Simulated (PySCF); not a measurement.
Numbering as in the mapped SMILES `[OH:1][SiH2:2][CH:3]([F:4])[F:5]`; H(Xn) means a hydrogen on atom n.

GIAO PBE0/pcSseg-1 shifts (PySCF 2.14, gas phase, non-relativistic, equivalent atoms averaged), each against references optimised in the same way as the molecule (H2O, TMS, CFCl3).

On the GFN2-xTB geometry: O1 -8.8, Si2 -31.8, C3 127.6, F4/F5 -158.8, H(C3) 6.19, H(Si2) 4.96, H(O1) 1.62 ppm.

Task: What changes on the PBE0-D3(BJ)/def2-SVP geometry?

Result: 
```
 atoms  δ (ppm)  change
    O1     -2.6    +6.2
   Si2    -24.3    +7.5
    C3    123.6    -4.0
 F4/F5   -153.3    +5.5
 H(C3)     5.87   -0.32
H(Si2)     4.86   -0.10
 H(O1)     1.16   -0.46
```

Unscaled 19F shifts against computed CFCl3 carry errors that often reach 10 to 50 ppm.

Bonds between heavy atoms that differ most (equivalent bonds averaged): O1–Si2 1.611 → 1.658 Å, Si2–C3 1.941 → 1.919 Å, C3–F4 1.367 → 1.364 Å. Mean change of bonds to hydrogen: O–H +0.007 Å, Si–H +0.034 Å, C–H +0.010 Å.
